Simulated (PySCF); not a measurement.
NMR data simulated for an unnamed compound:

1H NMR (500 MHz, computed): δ 5.21 (m, 1H), 5.12 (m, 1H), 4.98 (m, 1H), 4.74 (m, 1H), 4.40 (m, 1H), 1.84 (m, 1H), 1.23 (m, 1H), 1.18 (m, 1H), 1.06 (m, 1H), 0.82 (m, 2H), -0.59 (br s, 1H).

13C{1H} NMR (computed): δ 12.9 (CH2), 12.6 (CH2).

One averaged value for each set of equivalent atoms, no solvent model, one computed conformer, no relativistic terms. Geometry from GFN2-xTB; shieldings: GIAO PBE0/pcSseg-1; PySCF 2.14.0 with density-fitted response routines.

Referencing at the same level of theory: 1H (31.72 ppm), 13C (186.93 ppm) vs TMS.

Which of these does the molecule contain: an NH or NH2 group, a Si–H bond, a heteroaromatic ring, a C≡C triple bond, an N-methyl group?

Results:


- An NH or NH2 group: yes (δH -0.59 (br s)).
- A Si–H bond: yes (δH 4.40 (m)).
- A heteroaromatic ring: no.
- A C≡C triple bond: no.
- An N-methyl group: no.

The data belong to `[SiH2]1[Si@@H](P)CC[SiH2]N1`, C2H12NPSi3; they needn't prove each group on their own.

Carbon signals by region: 2 below 50 ppm.

The OH or NH signal is concentration- and solvent-dependent in practice; the value given is the gas-phase one. Splittings by 31P in the carbon and heteronuclear signals aren't shown, as no couplings were computed. Shifts are as computed. Against solution values, carbons near 30 ppm lie about +3 ppm off and those near 130 ppm about +5 ppm. Of 1309 compounds with measured shifts, 239 miss one by over three times the rms of a fit or turn the order of signals round; such compounds aren't used in these exercises. No couplings were computed; multiplicities are counted from neighbouring protons, with m where these are inequivalent, close in shift, in a saturated or five-membered ring or joined by F or P, and br s for small geminal =CH2 splittings.
